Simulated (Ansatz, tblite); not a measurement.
Forces on Ge₅PH₁₂⁺, a doped cluster cut from the lattice of germanium (P on a surface site) at its PBE0-D4/def2-SVP geometry. Charge 1, multiplicity 1.

The xTB rows come from tblite.

GFN1-xTB (tblite), largest force 0.77 eV/Å:

```xyz
18
positions Å, forces eV/Å
Ge    1.979    1.210   -0.177   -0.224    0.297    0.385
Ge   -0.367   -0.998    2.092   -0.293    0.488   -0.230
Ge   -0.779   -1.221   -1.819   -0.475    0.076    0.235
P     0.391    0.838   -1.896    0.048   -0.005   -0.074
Ge   -1.991   -1.190    0.294    0.682   -0.216   -0.274
Ge    0.697    1.178    1.895    0.374   -0.488   -0.458
H     2.624    2.532   -0.613    0.032   -0.517    0.040
H     2.916    0.016   -0.409   -0.137    0.494   -0.017
H    -1.073   -1.115    3.449    0.320   -0.224   -0.205
H     0.698   -2.094    1.924   -0.284    0.149    0.256
H    -1.588   -1.182   -3.123    0.407   -0.186    0.263
H     0.396   -2.206   -1.910   -0.408    0.255   -0.179
H    -0.552    1.893   -1.875    0.514   -0.390   -0.286
H     0.996    1.010   -3.165   -0.445    0.177    0.485
H    -2.918    0.034    0.224    0.005   -0.392   -0.007
H    -2.802   -2.493    0.329   -0.091    0.410    0.018
H    -0.333    2.312    1.765    0.328   -0.107    0.185
H     1.705    1.477    3.013   -0.355    0.178   -0.139
```

GFN2-xTB (tblite), largest force 0.64 eV/Å:

```
Ge 0.003 0.208 0.129
Ge -0.091 -0.032 0.199
Ge -0.244 -0.009 -0.018
P 0.100 0.180 -0.433
Ge -0.113 -0.188 0.151
Ge 0.065 -0.032 0.256
H 0.009 -0.340 -0.075
H -0.080 0.296 -0.129
H 0.279 -0.103 -0.316
H -0.273 0.198 0.166
H 0.324 -0.063 0.113
H -0.177 0.210 -0.187
H 0.452 -0.413 -0.147
H -0.368 0.063 0.524
H 0.074 -0.349 -0.039
H 0.053 0.424 -0.036
H 0.315 -0.137 0.105
H -0.327 0.089 -0.262
```

PBE-D4/def2-TZVP (Ansatz), largest force 0.15 eV/Å:

```
Ge -0.073 0.013 0.023
Ge -0.006 0.023 -0.025
Ge -0.029 0.053 0.050
P 0.036 -0.059 0.026
Ge 0.037 0.008 0.041
Ge -0.027 -0.049 0.002
H 0.072 0.125 -0.053
H 0.088 -0.108 -0.034
H -0.060 -0.018 0.128
H 0.090 -0.099 -0.005
H -0.069 0.000 -0.137
H 0.114 -0.085 -0.019
H -0.015 0.030 -0.019
H -0.002 0.036 -0.050
H -0.090 0.098 -0.012
H -0.082 -0.117 -0.008
H -0.080 0.107 -0.006
H 0.096 0.041 0.098
```
